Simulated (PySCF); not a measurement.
# Magnetisability: `CCS[C@H](F)CC`, C5H11FS

Molfile (atoms numbered from 1):
```
C5H11FS
     RDKit          3D

 18 17  0  0  0  0  0  0  0  0999 V2000
    2.7794    0.0220    0.3884 C   0  0  0  0  0  0  0  0  0  0  0  0
    2.1186   -1.0226   -0.4903 C   0  0  0  0  0  0  0  0  0  0  0  0
    0.8556   -0.3127   -1.6052 S   0  0  0  0  0  0  0  0  0  0  0  0
   -0.5442   -0.1800   -0.4385 C   0  0  2  0  0  0  0  0  0  0  0  0
   -0.8998   -1.4388   -0.0149 F   0  0  0  0  0  0  0  0  0  0  0  0
   -1.7224    0.5028   -1.1098 C   0  0  0  0  0  0  0  0  0  0  0  0
   -2.8556    0.7581   -0.1229 C   0  0  0  0  0  0  0  0  0  0  0  0
    3.2337    0.7975   -0.2240 H   0  0  0  0  0  0  0  0  0  0  0  0
    2.0585    0.4878    1.0573 H   0  0  0  0  0  0  0  0  0  0  0  0
    3.5535   -0.4452    0.9940 H   0  0  0  0  0  0  0  0  0  0  0  0
    2.8441   -1.4858   -1.1578 H   0  0  0  0  0  0  0  0  0  0  0  0
    1.6269   -1.8002    0.0935 H   0  0  0  0  0  0  0  0  0  0  0  0
   -0.2075    0.3580    0.4552 H   0  0  0  0  0  0  0  0  0  0  0  0
   -2.0684   -0.1376   -1.9231 H   0  0  0  0  0  0  0  0  0  0  0  0
   -1.3682    1.4404   -1.5403 H   0  0  0  0  0  0  0  0  0  0  0  0
   -3.6985    1.2165   -0.6329 H   0  0  0  0  0  0  0  0  0  0  0  0
   -3.1862   -0.1776    0.3218 H   0  0  0  0  0  0  0  0  0  0  0  0
   -2.5285    1.4239    0.6731 H   0  0  0  0  0  0  0  0  0  0  0  0
  1  2  1  0
  2  3  1  0
  3  4  1  0
  4  5  1  0
  4  6  1  0
  6  7  1  0
  1  8  1  0
  1  9  1  0
  1 10  1  0
  2 11  1  0
  2 12  1  0
  4 13  1  1
  6 14  1  0
  6 15  1  0
  7 16  1  0
  7 17  1  0
  7 18  1  0
M  END
```

Computed, not measured: GIAO B3LYP/pcSseg-1 magnetisability, rotational g tensor and spin-rotation constants, non-relativistic, gas phase (PySCF). Geometry: GFN2-xTB.

(1) What are the magnetisability and the molar susceptibility?

(2) Split it along the inertial axes a, b, c into diamagnetic and paramagnetic parts about the centre of mass, with the quadrupole moment.

(3) And the rotational g tensor?

## Answers

(1) Isotropic -1396 × 10⁻³⁰ J/T², or -84.1 × 10⁻⁶ cm³/mol; principal values -1419, -1401, -1368 × 10⁻³⁰ J/T², anisotropy 45 × 10⁻³⁰ J/T² (root of half the summed squared differences of the principal values). The susceptibility is in cgs units.

(2) 
```
axis  χ (10⁻⁶ cm³/mol)  diamagnetic (10⁻⁶ cm³/mol)  paramagnetic (10⁻⁶ cm³/mol)  summed x² of all electrons (Å²)  quadrupole Θ (D Å)
   a             -85.3                      -411.6                        326.3                            251.1               +7.52
   b             -82.7                     -1258.2                       1175.5                             51.6               -4.20
   c             -84.3                     -1284.3                       1200.0                             45.4               -3.32
```
Anisotropies 2χaa − χbb − χcc = -3.7 and 2χbb − χaa − χcc = +4.2 × 10⁻⁶ cm³/mol. Θ is traceless in Buckingham's convention.

(3) 
| axis | rotational constant (GHz) | g | nuclear part | electronic part |
| --- | --- | --- | --- | --- |
| a | 3.9576 | -0.0189 | 0.5878 | -0.6067 |
| b | 1.0933 | -0.0030 | 0.6007 | -0.6038 |
| c | 1.0566 | -0.0024 | 0.5933 | -0.5957 |

Asymmetric top; isotopes 12C, 19F, 1H, 32S; no vibrational averaging.
